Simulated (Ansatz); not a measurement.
Total energies of CH₅AsTe, SMILES `[AsH2]C[TeH]`.

Z-matrix (Å, degrees):
```
C
Te 1 2.145
As 1 1.976 2 108.7
H 1 1.086 2 109.4 3 123.4
H 1 1.088 2 107.5 3 -116.7
H 2 1.659 1 94.3 3 148.6
H 3 1.527 1 95.7 2 147.9
H 3 1.526 1 95.1 2 56.0
```

The species carries charge 0 and has multiplicity 1. Correlated methods include outer-core shells of As, Te, which these sets cover unevenly. Scalar relativity is left out up to krypton. Te takes the def2 core potential. The geometry is a stationary point of PBE0-D4/def2-TZVP. Basis def2-TZVPP, Ansatz.

RPA on PBE orbitals: Hartree–Fock energy of these orbitals -2541.92096 Eh, correlation -1.34755 Eh (frozen core).

```
             functional  energy without D4 (Eh)  D4 term (kJ/mol)
            LDA (SPW92)             -2540.92765                 –
                    PBE             -2544.59984             -19.4
                 revPBE             -2544.85999             -53.3
                   BLYP             -2544.96958             -42.4
                 r2SCAN             -2545.07353              -4.2
                 B97M-V             -2544.58382                 –
                   PBE0             -2544.69169             -16.4
                  B3LYP             -2545.14166             -32.0
                r2SCANh             -2545.05487              -4.6
                r2SCAN0             -2545.02803              -5.2
HSE06 (plane-wave form)             -2544.68882             -15.5
                  BHLYP             -2544.89938             -27.8
              CAM-B3LYP             -2545.09546             -16.9
                LC-ωPBE             -2544.71317                 –
                ωB97X-V             -2544.77130                 –
                ωB97M-V             -2544.81625                 –
                 B2PLYP             -2544.41318                 –
               PBE-QIDH             -2544.20191                 –
```

B3LYP takes the VWN-RPA correlation (the form of Gaussian; ORCA's B3LYP/G). HSE06 is the plane-wave form, built on full-range PBE exchange. The double hybrids freeze the cores in their second-order part.

LC-ωPBE has ω = 0.4 bohr⁻¹.
